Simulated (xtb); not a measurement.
Input file for xtb: GFN-FF on H4OSi (SMILES O[SiH3]).

```
$ xtb mol.xyz --gfnff --sp --chrg 0 --uhf 0
6

O      0.39899896     0.74553450     3.08253297
Si    -0.36404330    -0.54492566     3.77055063
H      0.47563018     0.76975217     2.12467259
H     -1.77105360    -0.66155866     3.31027065
H     -0.33454178    -0.31118676     5.22795521
H      0.32268432    -1.82301293     3.45434476
```

Output:

```
[...]
           -------------------------------------------------
          |                Calculation Setup                |
           -------------------------------------------------



          ==================== Thresholds ====================
          CN  :   150.00000
          rep :   500.00000
          disp:  2500.00000
          HB1 :   250.00000
          HB2 :   450.00000

          Pauling EN used:
          Z : 1  EN :  2.20
          Z : 8  EN :  3.44
          Z :14  EN :  1.90
          electric field strengths (au): 0.000

           -------------------------------------------------
          |           Force Field Initialization            |
           -------------------------------------------------

          distances ...
          ----------------------------------------
          generating topology and atomic info file ...
          pair mat ...
          computing topology distances matrix with Floyd-Warshall algo ...
          making topology EEQ charges ...
          #fragments for EEQ constrain: 1
          ----------------------------------------
          generating topology and atomic info file ...
          pair mat ...
          computing topology distances matrix with Floyd-Warshall algo ...
          making topology EEQ charges ...
          #fragments for EEQ constrain: 1
          rings ...
          # BATM   6
          # H in HB   4

  atom   neighbors  erfCN metchar sp-hybrid imet pi  qest     coordinates
    1  O       2    1.92   0.00         3    0    0  -0.452    0.753999    1.408856    5.825143
    2  Si      4    3.45   0.05         3    0    0   0.214   -0.687942   -1.029760    7.125308
    3  H       1    0.98   0.01         0    0    0   0.226    0.898811    1.454621    4.015049
    4  H       1    0.95   0.01         0    0    0   0.004   -3.346806   -1.250165    6.255505
    5  H       1    0.96   0.01         0    0    0   0.004   -0.632192   -0.588058    9.879404
    6  H       1    0.95   0.01         0    0    0   0.004    0.609785   -3.444995    6.527766

          #atoms :   6
          #bonds :   5
          #angl  :   7
          #tors  :   3
          #nmol  :   1
          #optfrag :   1
           -------------------------------------------------
          |                   G F N - F F                   |
          |          A general generic force-field          |
          |                  Version 1.0.3                  |
           -------------------------------------------------
          Number of HB bonds (bound hydrogen)     24
          Number of HB bonds (unbound hydrogen)   0
          Number of XB bonds                      0

 E+G (total)                   0 d,  0 h,  0 min,  0.000 sec
 distance/D3 list               ...        0 min,  0.000 sec (  0.744%)
 non bonded repulsion           ...        0 min,  0.000 sec ( 16.625%)
 dCN                            ...        0 min,  0.000 sec (  3.539%)
 EEQ energy and q               ...        0 min,  0.000 sec ( 12.910%)
 D3                             ...        0 min,  0.000 sec ( 13.205%)
 EEQ gradient                   ...        0 min,  0.000 sec (  7.213%)
 bonds                          ...        0 min,  0.000 sec (  8.238%)
 bend and torsion               ...        0 min,  0.000 sec ( 13.047%)
 bonded ATM                     ...        0 min,  0.000 sec (  3.717%)
 HB/XB (incl list setup)        ...        0 min,  0.000 sec ( 15.519%)

         :::::::::::::::::::::::::::::::::::::::::::::::::::::
         ::                     SUMMARY                     ::
         :::::::::::::::::::::::::::::::::::::::::::::::::::::
         :: total energy              -0.588692056754 Eh    ::
Note: The following floating-point exceptions are signalling: IEEE_UNDERFLOW_FLAG IEEE_DENORMAL
normal termination of xtb
         :: gradient norm              0.028416605502 Eh/a0 ::
         ::.................................................::
         :: bond energy               -0.571056665270 Eh    ::
         :: angle energy               0.018051131664 Eh    ::
         :: torsion energy             0.000000038753 Eh    ::
         :: repulsion energy           0.032305369722 Eh    ::
         :: electrostat energy        -0.066596564338 Eh    ::
         :: dispersion energy         -0.001394801859 Eh    ::
         :: HB energy                  0.000000000000 Eh    ::
         :: XB energy                  0.000000000000 Eh    ::
         :: bonded atm energy         -0.000000565426 Eh    ::
         :: external energy            0.000000000000 Eh    ::
         :: add. restraining           0.000000000000 Eh    ::
         :: total charge              -0.000000000000 e     ::
         :::::::::::::::::::::::::::::::::::::::::::::::::::::

           -------------------------------------------------
          |                Property Printout                |
           -------------------------------------------------

molecular dipole:
                 x           y           z       tot (Debye)
 q only:       -0.287      -0.535      -0.156       1.594

           -------------------------------------------------
          | TOTAL ENERGY               -0.588692056754 Eh   |
          | GRADIENT NORM               0.028416605502 Eh/α |
           -------------------------------------------------
########################################################################
[WARNING] Runtime exception occurred
-1- gfnff_setup: Could not read topology file.
########################################################################

------------------------------------------------------------------------
------------------------------------------------------------------------
 total:
 SCF:
```

The run finished.

Cost: roughly 0.020 core-seconds.
